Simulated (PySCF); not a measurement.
Computed with PBE-D3(BJ)/def2-TZVP // TPSS-D3(BJ)/def2-SVP in PySCF. Isolated molecules, 0 K electronic values unless said otherwise. One relaxed conformer stands for a flexible species; it need not be the lowest. 

Reference species: [Zn(Cl)(OH)] (neutral, multiplicity 1).

The charge on the central atom (meta-Löwdin) is 1.21 e. The LUMO comes out as -2.38 eV and the charge on the central atom (Mulliken) is 0.53 e. The HOMO–LUMO gap is 4.65 eV.

Changed species: [Zn(Cl)2] (0 of 2 Cl replaced by OH; the reference has 1 of 2 Cl replaced by OH).

Predict the effect on the charge on the central atom (meta-Löwdin), LUMO, charge on the central atom (Mulliken) and HOMO–LUMO gap.

the charge on the central atom (meta-Löwdin) drops by 0.02 e, to 1.19 e; the LUMO decreases by 0.32 eV, to -2.70 eV; the charge on the central atom (Mulliken) stays essentially unchanged; the HOMO–LUMO gap increases by 0.39 eV, to 5.04 eV.
